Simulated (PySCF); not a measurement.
Isomers of C5H16N2Si2, from PBE0-D3(BJ)/def2-SVP geometry optimisation, gas phase (PySCF 2.14.0). One conformer each, no zero-point energy, no frequencies.

Question: Which isomer lies lowest at this level?
A. `[NH2:1][SiH2:2][CH2:3][SiH2:4][N:5]1[CH2:6][CH2:7][CH2:8][CH2:9]1` with H–N1–Si2–C3 -162° and 58°, N1–Si2–C3–Si4 40°, Si2–C3–Si4–N5 158°, C3–Si4–N5–C6 56°, Si4–N5–C6–C7 111°, N5–C6–C7–C8 23°, C6–C7–C8–C9 0°, C7–C8–C9–N5 -23°: A = 3202, B = 463.7, C = 446.1 MHz, dipole 1.22 D
B. `[CH3:1][N:2]([CH3:3])[Si@@H:4]1[CH2:5][CH2:6][CH2:7][Si@@H:8]1[NH2:9]` with C1–N2–Si4–C5 -56°, C7–Si8–N9–H 152° and -68°, N2–Si4–C5–C6 -143°, Si4–C5–C6–C7 53°, C5–C6–C7–Si8 -53°, C6–C7–Si8–N9 149°: A = 1506, B = 928.9, C = 645.1 MHz, dipole 1.44 D
C. `[CH3:1][Si@:2]([NH2:3])([SiH3:4])[N:5]1[CH2:6][CH2:7][CH2:8][CH2:9]1` with C1–Si2–N3–H -153° and 62°, C1–Si2–N5–C6 -167°, Si2–N5–C6–C7 170°, N5–C6–C7–C8 37°, C6–C7–C8–C9 -39°, C7–C8–C9–N5 26°: A = 1632, B = 721.3, C = 691.3 MHz, dipole 2.14 D
D. `[CH3:1][CH2:2][C:3]([CH3:4])([CH3:5])[SiH:6]1[NH:7][SiH2:8][NH:9]1` with C1–C2–C3–C4 64°, C2–C3–Si6–N7 83°: A = 1923, B = 824.0, C = 709.4 MHz, dipole 0.62 D
E. `[NH2:1][Si@@H:2]([CH2:3][SiH3:4])[N:5]1[CH2:6][CH2:7][CH2:8][CH2:9]1` with H–N1–Si2–C3 -62° and 94°, N1–Si2–C3–Si4 -33°, N1–Si2–N5–C6 50°, Si2–N5–C6–C7 116°, N5–C6–C7–C8 24°, C6–C7–C8–C9 -1°, C7–C8–C9–N5 -23°: A = 2572, B = 580.5, C = 505.0 MHz, dipole 1.04 D
F. `[CH3:1][C@@H:2]1[CH2:3][SiH2:4][NH:5][Si@H:6]1[N:7]([CH3:8])[CH3:9]` with N5–Si6–N7–C8 49°, C1–C2–C3–Si4 -165°, C2–C3–Si4–N5 29°, C3–Si4–N5–Si6 -9°, Si4–N5–Si6–N7 -132°: A = 1680, B = 844.3, C = 658.5 MHz, dipole 0.94 D

Answer: D. That is `C(C)(C)(CC)[SiH]1N[SiH2]N1`, 9.7 kcal/mol below the next.

```json
{"SMILES": "CCC(C)(C)[SiH]1N[SiH2]N1", "mapped SMILES": "[CH3:1][CH2:2][C:3]([CH3:4])([CH3:5])[SiH:6]1[NH:7][SiH2:8][NH:9]1", "E (Eh)": "-887.75217", "relative (kcal/mol)": "0.0", "relative (kJ/mol)": "0.0", "dipole (D)": "0.62"}
{"SMILES": "C[C@@H]1C[SiH2]N[Si@H]1N(C)C", "mapped SMILES": "[CH3:1][C@@H:2]1[CH2:3][SiH2:4][NH:5][Si@H:6]1[N:7]([CH3:8])[CH3:9]", "E (Eh)": "-887.73669", "relative (kcal/mol)": "9.7", "relative (kJ/mol)": "40.6", "dipole (D)": "0.94"}
{"SMILES": "C[Si@](N)([SiH3])N1CCCC1", "mapped SMILES": "[CH3:1][Si@:2]([NH2:3])([SiH3:4])[N:5]1[CH2:6][CH2:7][CH2:8][CH2:9]1", "E (Eh)": "-887.71283", "relative (kcal/mol)": "24.7", "relative (kJ/mol)": "103.3", "dipole (D)": "2.14"}
{"SMILES": "N[Si@@H](C[SiH3])N1CCCC1", "mapped SMILES": "[NH2:1][Si@@H:2]([CH2:3][SiH3:4])[N:5]1[CH2:6][CH2:7][CH2:8][CH2:9]1", "E (Eh)": "-887.71208", "relative (kcal/mol)": "25.2", "relative (kJ/mol)": "105.3", "dipole (D)": "1.04"}
{"SMILES": "CN(C)[Si@@H]1CCC[Si@@H]1N", "mapped SMILES": "[CH3:1][N:2]([CH3:3])[Si@@H:4]1[CH2:5][CH2:6][CH2:7][Si@@H:8]1[NH2:9]", "E (Eh)": "-887.70462", "relative (kcal/mol)": "29.8", "relative (kJ/mol)": "124.8", "dipole (D)": "1.44"}
{"SMILES": "N[SiH2]C[SiH2]N1CCCC1", "mapped SMILES": "[NH2:1][SiH2:2][CH2:3][SiH2:4][N:5]1[CH2:6][CH2:7][CH2:8][CH2:9]1", "E (Eh)": "-887.70379", "relative (kcal/mol)": "30.4", "relative (kJ/mol)": "127.0", "dipole (D)": "1.22"}
```

As drawn, the lowest has a four-membered ring, which the highest lacks.
